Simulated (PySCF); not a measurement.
C₄H₁₂GeO₄ (SMILES C[O][Ge]([O]C)([O]C)[O]C), singlet, at a GFN2-xTB geometry. Base run: DF-HF/STO-3G (PySCF).

PySCF was given this input:
```python
from pyscf import gto, scf

mol = gto.Mole()
mol.atom = '''
    C    -0.78775469   -2.35624119   -1.34657298
    O    -0.64649304   -0.94312365   -1.32153947
    Ge   -0.00000000    0.00000000    0.00000000
    O    -0.41482907    1.66116832   -0.34976952
    C    -1.66053864    2.12112988   -0.85387837
    O    -0.67277475   -0.69291026    1.45641737
    C    -0.23491654   -0.43366821    2.78252312
    O     1.73409685   -0.02513441    0.21489163
    C     2.68320987    0.66877953   -0.58207177
    H    -1.38822593   -2.58510075   -2.22816189
    H    -1.29410601   -2.71919049   -0.45241044
    H     0.18463016   -2.84483377   -1.42951724
    H    -2.43977528    2.05172014   -0.09288737
    H    -1.96700028    1.55167835   -1.73106519
    H    -1.50921302    3.16620457   -1.12785070
    H     0.84459073   -0.55243389    2.87312822
    H    -0.51070878    0.57499919    3.09503465
    H    -0.74007369   -1.16373829    3.41652260
    H     2.76585391    0.21811445   -1.57263004
    H     2.41651556    1.71994603   -0.68965259
    H     3.63751263    0.58263447   -0.06051000
'''
mol.basis = 'sto-3g'
mol.verbose = 4
mol.build()

mf = scf.RHF(mol)
mf = mf.density_fit(auxbasis='def2-universal-jkfit')
mf.kernel()
```

Variants of this job, named by their change:

| change | basis functions | E (Eh) | HOMO (eV) | HOMO-LUMO gap (eV) |
|---|---|---|---|---|
| base | 70 | -2503.81076 | -8.40 | 18.20 |
| basis = LANL2DZ | 104 | -461.51861 | -12.08 | 16.45 |
| basis = 3-21G | 118 | -2520.86963 | -11.67 | 16.84 |
| basis = pcseg-0 | 118 | -2529.40276 | -11.95 | 16.76 |
| basis = 6-31G | 123 | -2532.81273 | -12.01 | 16.28 |
| basis = def2-SV(P) | 168 | -2532.68546 | -12.07 | 16.55 |
| basis = 6-31G* | 168 | -2533.02519 | -11.95 | 16.61 |
| basis = pcseg-1 | 199 | -2532.91715 | -12.08 | 16.19 |
| basis = cc-pVDZ | 199 | -2533.32030 | -11.92 | 16.55 |
| basis = pc-1 | 199 | -2533.08557 | -12.09 | 16.30 |
| basis = 6-31G** | 204 | -2533.04519 | -11.94 | 16.59 |
| basis = def2-SVP | 204 | -2532.72044 | -12.04 | 16.52 |
| basis = 6-311G** | 260 | -2533.40395 | -12.01 | 16.05 |

Totals compare only among sets that treat the same electrons; sets with core potentials leave the core out.
